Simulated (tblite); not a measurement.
Parent: `[CH3:1][C@@H:2]([OH:3])[C@H:4]1[CH2:5][CH2:6][SiH2:7]1` with C1–C2–O3–H 61°, C1–C2–C4–C5 75°, C2–C4–C5–C6 129°, C4–C5–C6–Si7 -9°, C5–C6–Si7–C4 7°, C2–C4–Si7–C6 -127°, C5H12OSi.

Computed geometry: GFN2-xTB, gas phase. One conformer each, not checked by frequencies here.

| coordinate of the parent | value |
| --- | --- |
| C1–C2 | 1.528 Å |
| C2–O3 | 1.416 Å |
| C2–C4 | 1.525 Å |
| C4–C5 | 1.543 Å |
| C5–C6 | 1.543 Å |
| C6–Si7 | 1.915 Å |
| C4–Si7 | 1.919 Å |
| C1–C2–O3 | 111.4° |
| C1–C2–C4 | 112.0° |
| O3–C2–C4 | 110.2° |
| C2–C4–C5 | 115.9° |
| C2–C4–Si7 | 115.9° |
| C5–C4–Si7 | 91.4° |
| C4–C5–C6 | 99.9° |
| C5–C6–Si7 | 91.5° |
| C4–Si7–C6 | 76.1° |

Question: How does the shared frame change in `[CH3:1][C@@H:2]([OH:3])[C@H:4]1[SiH2:5][CH2:6][C@H:7]1[C:8]#[N:9]` with C1–C2–O3–H -64°, C1–C2–C4–Si5 66°, C2–C4–Si5–C6 131°, C4–Si5–C6–C7 -10°, Si5–C6–C7–C8 -106°, C2–C4–C7–C6 -138°, C6H11NOSi? Atoms pair as C1 = C1, C2 = C2, O3 = O3, C4 = C4, C5 = C7, C6 = C6, Si7 = Si5 (parent first).

Answer: 
```csv
parent,relative,value in the relative,change
C1–C2,C1–C2,1.529 Å,+0.001
C2–O3,C2–O3,1.417 Å,+0.001
C2–C4,C2–C4,1.521 Å,-0.004
C4–C5,C4–C7,1.556 Å,+0.013
C5–C6,C7–C6,1.552 Å,+0.009
C6–Si7,C6–Si5,1.912 Å,-0.003
C4–Si7,C4–Si5,1.916 Å,-0.003
C1–C2–O3,C1–C2–O3,111.3°,-0.1
C1–C2–C4,C1–C2–C4,110.9°,-1.1
O3–C2–C4,O3–C2–C4,106.8°,-3.4
C2–C4–C5,C2–C4–C7,115.7°,-0.2
C2–C4–Si7,C2–C4–Si5,120.7°,+4.8
C5–C4–Si7,C7–C4–Si5,90.8°,-0.6
C4–C5–C6,C4–C7–C6,99.4°,-0.5
C5–C6–Si7,C7–C6–Si5,91.0°,-0.5
C4–Si7–C6,C4–Si5–C6,76.5°,+0.4
```

Of the parent's bonds, C4–C5 changes most (+0.013 Å). Bonds of the relative outside the shared frame: C7–C8 1.435, C8≡N9 1.145 Å. Point group C1 → C1.
